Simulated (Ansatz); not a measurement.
The cluster Be₅⁺, relaxed as a doublet with UKS PBE/def2-TZVP in Ansatz, starting from the GFN1-xTB geometry. Force threshold 0.02 eV/Å.

Another isomer (doublet) lies 0.15 eV lower at PBE0/def2-TZVP; other spin states weren't run for this one.

Start:

```xyz
5

Be   -0.004   -1.462   -0.071
Be   -0.702    0.222    1.003
Be    1.349    0.002    0.563
Be   -0.994   -0.114   -1.065
Be    0.351    1.352   -0.430
```

| step | energy (eV) | largest force component (eV/Å) | SCF passes |
| --- | --- | --- | --- |
| 1 | -1990.4533 | 0.382 | 43 |
| 2 | -1990.4921 | 0.177 | 48 |
| 3 | -1990.5039 | 0.020 | 46 |

Force components are those of the run's own axes.

End:

| atom | x (Å) | y (Å) | z (Å) |
| --- | --- | --- | --- |
| Be1 | 0.0335 | -1.4862 | -0.0335 |
| Be2 | -0.6983 | 0.2163 | 0.9920 |
| Be3 | 1.3637 | -0.0453 | 0.5857 |
| Be4 | -1.0134 | -0.0631 | -1.0835 |
| Be5 | 0.3145 | 1.3784 | -0.4606 |

By distances, no bond broke or formed. The bond that changes most is Be1–Be4, from 1.95 to 2.06 Å (atoms count from 1).

No frequencies were taken in this run, so the end may be a saddle point.

Run time 4.1 s (4 threads of Arm Neoverse V1 on a shared host).
